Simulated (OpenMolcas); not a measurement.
**Se⁺: effect of the basis set**

```yaml
Program: OpenMolcas
Method: RASSCF
Active_space: 5 electrons in 9 orbitals (RAS2 4s 4p; RAS3 4d, at most 2 electrons)
State_averaging: 2S+1 = 4 odd, 1 root; 2S+1 = 2 odd, 8 roots; 2S+1 = 4 even, 3 roots; 2S+1 = 2 even, 8 roots
Spin-orbit_coupling: RASSI with atomic mean-field integrals over the reference wave functions, term energies averaged over their components
```

A. ANO-RCC-VTZP [6s5p3d1f], DKH2, point nucleus; cost of the order of 30 core-seconds
B. ANO-RCC-VQZP [7s6p4d2f1g], DKH2, point nucleus; cost of the order of 30 core-seconds
C. ANO-RCC [9s8p6d4f2g], DKH2, point nucleus; cost roughly 40 core-seconds

Energies in cm-1 above 4s2 4p3 4S* 3/2, the measured ground level; measured values from NIST Handbook of Basic Atomic Spectroscopic Data.

```tsv
Level	A	B	C	Measured
4s2 4p3 4S* 3/2	0.0	0.0	0.0	0.0
4s2 4p3 2D* 3/2	16578	16642	16637	13168
4s2 4p3 2D* 5/2	17041	17098	17099	13784
4s2 4p3 2P* 1/2	26715	26780	26783	23038
4s2 4p3 2P* 3/2	27284	27339	27350	23895
4s 4p4 4P 5/2	82761	82782	82769	83877
4s 4p4 4P 3/2	84333	84329	84326	85580
4s 4p4 4P 1/2	85259	85241	85244	86438
```

Deviations, from unrounded energies. A percentage is the sum of absolute deviations over the sum of measured energies, with the sign that they share, or ± where signs differ.

| Against measurement | Levels | A | B | C |
| --- | --- | --- | --- | --- |
| mean absolute deviation (cm-1) | 7 | 2500 | 2500 | 2500 |
| other terms of the ground configuration (%) | 4 | +18.6 | +18.9 | +18.9 |
| other configurations (%) | 3 | -1.4 | -1.4 | -1.4 |

A, B, C lie about equally close to measurement. The largest miss of A in the table is 4s2 4p3 2P* 1/2, by +3700 cm-1. The ranking rests on the paired levels alone, and a cruder setting can come out closer through cancelling errors.

Among A to C the level of the table that moves most is 4s2 4p3 2P* 1/2, by 68 cm-1 (lowest in A, highest in C).

Without dynamic correlation excited terms often stand tens of per cent too high (terms of higher spin than the ground term too low), and those without a measured partner can miss by more than the paired ones. The run also gave levels led by 4s2 4p2 4d, which use shells meant for correlation; these and all levels above them are left out. Some terms mix strongly with configurations of 4d, whose occupation reaches 0.18 (4s 4p4 4P) (figures for A; the like holds for B, C). Measured partners are found by configuration, term and J. A level has none where our copy of the source lacks it or the pairing is in doubt (some pairs that miss far off the trend of their configuration count as doubtful), and it then counts in no deviation. Only configurations of the active space appear. Levels that lie high or do not pair safely by name in every column are left out.

* marks odd parity.
